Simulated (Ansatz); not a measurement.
Geometry optimisation, Ansatz 0.2.0, RKS B3LYP/def2-SVP.

The input (input.yaml):

```yaml
crystal:
  periodic: [false, false, false]
  atoms:
    - { symbol: B, position_ang: [0.0, 0.0, 0.0] }
    - { symbol: F, position_ang: [0.0, 0.0, 1.67] }
    - { symbol: C, position_ang: [1.3856, 0.0, -0.8] }
    - { symbol: H, position_ang: [1.7152, -1.0462, -0.9702] }
    - { symbol: H, position_ang: [1.2491, 0.508, -1.7774] }
    - { symbol: H, position_ang: [2.1552, 0.5381, -0.2082] }
    - { symbol: H, position_ang: [-1.0305, 0.0, -0.595] }
    - { symbol: S, position_ang: [0.0982, 2.076, 0.6906] }
    - { symbol: H, position_ang: [0.6507, 2.1151, 1.9763] }
    - { symbol: H, position_ang: [0.0504, 1.0663, 1.6601] }
basis:
  gaussian: { orbitals: def2-SVP }
hamiltonian:
  xc: b3lyp
relax:
  f_tol: 0.15
  max_steps: 25
  restrain:
    - { distance: [0, 7], at: 1.89, k: 30.0 }
    - { distance: [9, 1], at: 0.92, k: 30.0 }
    - { distance: [0, 1], at: 2.52, k: 30.0 }
    - { distance: [9, 7], at: 2.6, k: 30.0 }
output:
  orbitals: {}
```

Launched with:

```bash
$ ansatz run input.yaml --threads 2 --pin off --max-ram 3072MiB --backend cpu --events-out ev --progress --plain --runs-dir out
```

Problem. Where does it end, and by what steps?

Solution. It converged. The restraints hold the end off the free minimum. After 13 steps the energy has fallen by 3.403 eV (the restraints' own energy left out); H9 moved furthest, 1.34 Å. Parted: S8–H10 (1.40 → 2.60 Å).

| step | energy less start (eV) | largest force component (eV/Å) | accepted |
| --- | --- | --- | --- |
| 0 | 0.0000 | 6.290 | yes |
| 1 | -1.2989 | 3.098 | yes |
| 2 | -1.5844 | 2.967 | yes |
| 3 | -1.8877 | 3.053 | yes |
| 4 | -2.4376 | 0.699 | yes |
| 5 | -2.7665 | 1.083 | yes |
| 6 | -2.9885 | 1.050 | yes |
| 7 | -3.1791 | 0.897 | yes |
| 8 | -3.2985 | 0.866 | yes |
| 9 | -3.3831 | 0.825 | yes |
| 10 | -3.3931 | 0.802 | yes |
| 11 | -3.3984 | 0.799 | yes |
| 12 | -3.4004 | 0.840 | no |
| 13 | -3.4027 | 0.850 | yes |

```xyz
10
Properties=species:S:1:pos:R:3
B 0.017 0.628 -0.210
F 0.029 -0.642 1.972
C 1.406 0.110 -0.697
H 1.459 -0.990 -0.670
H 1.511 0.402 -1.760
H 2.270 0.523 -0.154
H -1.031 0.131 -0.508
S -0.233 2.269 0.639
H 1.070 2.609 0.808
H -0.225 0.215 2.226
```

Run time: 26 s on 2 threads of Arm Neoverse V2, on a shared host, peak memory 0.18 GiB.
